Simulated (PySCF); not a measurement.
An unknown shows these calculated signals:

1H NMR (500 MHz, computed): δ 9.72 (t, 1H), 7.74 (m, 2H), 7.63 (m, 1H), 7.61 (m, 2H), 3.55 (d, 2H).

13C{1H} NMR (computed): δ 201.7 (CH), 136.9 (C), 135.5 (CH), 135.2 (CH), 133.0 (CH), 57.1 (CH2).

All values are calculated (PySCF 2.14): geometry from GFN2-xTB, shielding tensors at PBE0/pcSseg-1 (GIAO). Non-relativistic, gas phase, one averaged value for each set of equivalent atoms, single conformer.

Referencing at the same level of theory: 1H (σ = 31.72 ppm) and 13C (σ = 186.93 ppm) against TMS.

Which of these does the molecule contain: an aldehyde, an OH group, a benzene ring, a Si–CH3 group, a non-aromatic C=C double bond?

## Answers


- An aldehyde: yes (δC 201.7; δH 9.72 (t)).
- An OH group: no.
- A benzene ring: yes.
- A Si–CH3 group: no.
- A non-aromatic C=C double bond: no.

The data belong to SMILES O=CCc1ccccc1, C$_{8}$H$_{8}$O; they needn't prove each group on their own.

Carbon signals by region: 1 in the far downfield region (above 160 ppm), 4 in the sp2 and nitrile region (100–160 ppm), 1 at 50–100 ppm. Above 160 ppm: 201.7, aldehyde carbonyl carbon.

Shifts are as computed. Against solution values, carbons near 30 ppm lie about +3 ppm off and those near 130 ppm about +5 ppm. Of 1211 compounds with measured shifts, 218 miss one by over three times the rms of a fit or turn the order of signals round; such compounds aren't used in these exercises. No couplings were computed; multiplicities are counted from neighbouring protons, with m where these are inequivalent, close in shift, in a saturated or five-membered ring or joined by F or P, and br s for small geminal =CH2 splittings.
